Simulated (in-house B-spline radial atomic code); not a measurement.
**Binding energies in Hf2+**

NIST's tabulated ground configuration is [Xe] 4f14 5d2; each binding energy is the energy of the ion with one electron taken from that subshell, relaxed, less that of the parent. All numbers are computed (Dirac-Hartree-Fock, average of configuration; Fermi nucleus of rms radius 5.347 fm) with a B-spline radial code for spherical atoms, not measured. Energies include first-order Breit, QED and recoil terms.

| subshell | X-ray name | binding energy (eV) | -ε (eV) | relaxation (eV) |
| --- | --- | --- | --- | --- |
| 1s | K | 65363.2 | 65769.0 | 87.2 |
| 2s | L1 | 11301.1 | 11392.4 | 52.4 |
| 2p1/2 | L2 | 10761.8 | 10856.6 | 56.8 |
| 2p3/2 | L3 | 9583.3 | 9662.1 | 53.9 |
| 3s | M1 | 2628.5 | 2666.3 | 30.1 |
| 3p1/2 | M2 | 2391.4 | 2429.6 | 31.0 |
| 3p3/2 | M3 | 2135.6 | 2169.4 | 29.5 |
| 4s | N1 | 565.2 | 579.5 | 12.6 |
| 4p1/2 | N2 | 467.7 | 481.4 | 12.3 |
| 4p3/2 | N3 | 409.3 | 421.3 | 11.2 |
| 5s | O1 | 92.44 | 95.00 | 2.31 |
| 5p1/2 | O2 | 62.31 | 64.41 | 1.94 |
| 5p3/2 | O3 | 54.49 | 56.18 | 1.61 |
| 4f5/2 | N6 | 38.75 | 47.02 | 8.40 |
| 4f7/2 | N7 | 37.1 | 45.07 | 8.17 |
| 5d | O4,5 | 20.7 | 21.15 | 0.46 |

Relaxation = -ε minus the binding energy without Breit, QED and recoil terms.

Emission lines follow as differences of binding energies, with λ = 12398.42 eV·Å / E:

```
 line       holes  energy (eV)  wavelength (Å)
 K-L3  1s → 2p3/2      55779.9         0.22227
 K-L2  1s → 2p1/2      54601.4         0.22707
 K-M3  1s → 3p3/2      63227.6         0.19609
L1-M3  2s → 3p3/2       9165.5          1.3527
L3-M1  2p3/2 → 3s       6954.8          1.7827
```

Q: What screening constant σ does Moseley's law, E = (3/4)·13.6057 eV·(Z - σ)², need for K-L3?

A: σ = -1.93.

Moseley's non-relativistic formula needs a falling, then negative, screening constant for heavy elements, because relativity binds the 1s electron more strongly than the formula allows.

Q: What does it cost to remove both a 4s and a 4f5/2 electron?

A: 628.35 eV, which is 24.36 eV more than the two single binding energies together.

Q: What does it cost to remove both a 2s and a 5p1/2 electron?

A: 11381 eV, which is 17.52 eV more than the two single binding energies together.

Q: What does it cost to remove both a 3p3/2 and a 4s electron?

A: 2730.8 eV, which is 30.02 eV more than the two single binding energies together.
